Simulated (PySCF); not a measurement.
Frontier levels across methods

Species: C₂H₈B₂.
Z-matrix (Å and degrees, PBE0-D3(BJ)/def2-SVP geometry), rows numbered from 1:
```
B 
B   1  1.6538
C   2  1.5688  1  128.63
C   3  1.5238  2  118.71  1    -0.36
H   1  1.2133  2  122.15  3    91.60
H   1  1.2137  2  122.20  3   -91.22
H   2  1.2218  1  115.37  3   179.92
H   3  1.1084  2  106.10  1  -126.34
H   3  1.1088  2  105.79  1   125.27
H   4  1.1017  3  111.27  2   -59.64
H   4  1.1015  3  111.27  2    59.74
H   4  1.1014  3  112.41  2  -179.91
```

The species is `BBCC` (C2H8B2).

Basis pcSseg-2 throughout (PySCF), one geometry. Isolated species at its PBE0-D3(BJ)/def2-SVP geometry (one conformer only).

Q: How do the orbital energies, the gap and the dipole change with the method?

A: 
```tsv
method	kind	HOMO (eV)	LUMO (eV)	gap (eV)	μ (D)	SCF cycles
BLYP	GGA	-6.58	-2.43	4.15	0.81	14
OPBE	GGA	-6.58	-2.37	4.21	0.85	14
PBE	GGA	-6.64	-2.59	4.05	0.84	14
B97-D	GGA	-6.66	-2.36	4.29	0.81	14
KT2	GGA	-6.69	-2.61	4.08	0.81	14
LDA	LDA	-6.70	-2.88	3.82	0.87	13
KT3	GGA	-6.74	-2.48	4.26	0.79	14
BP86	GGA	-6.75	-2.63	4.12	0.84	14
B97-2	global hybrid	-7.71	-1.55	6.16	0.76	12
B3LYP	global hybrid	-7.79	-1.81	5.98	0.75	12
PBE0	global hybrid	-7.95	-1.58	6.37	0.77	12
mPW1PW91	global hybrid	-7.99	-1.57	6.43	0.76	12
BHandHLYP	global hybrid	-9.23	-0.56	8.68	0.69	11
CAM-B3LYP	range-separated hybrid	-9.40	-0.50	8.90	0.72	11
wB97X-D	range-separated hybrid	-9.88	0.31	10.20	0.74	12
LC-wPBE	range-separated hybrid	-10.76	0.71	11.47	0.72	12
HF	Hartree–Fock	-11.17	1.77	12.93	0.64	10
```

The HOMO spans 4.59 eV, from BLYP down to HF, and the gap runs from 3.82 eV (LDA) to 12.93 eV (HF). Over the methods BLYP (0 %), OPBE (0 %), PBE (0 %), B97-D (0 %), KT2 (0 %), LDA (0 %), KT3 (0 %), BP86 (0 %), B97-2 (21 %), B3LYP (20 %), PBE0 (25 %), mPW1PW91 (25 %), BHandHLYP (50 %), HF (100 %), a straight line through the gap against the share of exact exchange rises by 0.89 eV for each 10 % (correlation coefficient 0.999). The dipole ranges from 0.64 D (HF) to 0.87 D (LDA). This basis has no diffuse functions.
